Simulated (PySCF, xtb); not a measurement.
NbO2Cl, SMILES [O]=[Nb](=[O])[Cl], multiplicity 1.

GFN2-xTB (xtb) at its own geometry gives an orbital gap of 1.83 eV and a dipole moment of 7.19 D.

Geometry: PBE-D3(BJ)/def2-SVP. The spin state was assumed, not searched. The def2 effective core potentials stand for the cores of Nb; spin–orbit coupling is left out.

What does PySCF with ωB97X/def2-TZVPD give? (Estimate from the structure and the level; the computed values follow.)

gap 9.31 eV (levels -11.19 and -1.88 eV), dipole 5.05 D.
